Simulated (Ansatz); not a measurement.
Species: AsH$_{2}$, charge 0, doublet. AsH2 (SMILES [AsH2], doublet).
B3LYP-D3(BJ)/def2-TZVP minimum from Ansatz (a first-principles code):
```xyz
3

As    -0.0239    -0.0491    -0.0281
H     -0.0021     1.4525    -0.3209
H      0.7904     0.1673     1.2490
```
Charge 0, spin multiplicity 2.

Hartree-Fock and MP2 correlation energies in hartree (Ansatz). Open shells are spin-unrestricted; no spin-orbit coupling. Correlated methods leave the cores frozen (noble-gas shells, and filled d and f shells in the p block). No relativity.

```tsv
basis	X	E(HF)	E(corr, MP2)
cc-pVTZ	3	-2235.38487	-0.12558
cc-pVQZ	4	-2235.38830	-0.13502
cc-pV5Z	5	-2235.38874	withheld
```

Fit E(corr) = E∞ + A/X³ to X = 3 and 4, predict X = 5, and compare with the run.

A = (-0.12558 - (-0.13502))/(1/27 - 1/64) = 0.4409; E∞ = -0.13502 - A/64 = -0.14191; at X = 5, E∞ + A/125 = -0.13838. The run gave -0.13917, 0.79 mEh below the prediction. The same form on X = 4 and 5 gives E∞ = -0.14352, 1.62 mEh below the first estimate.
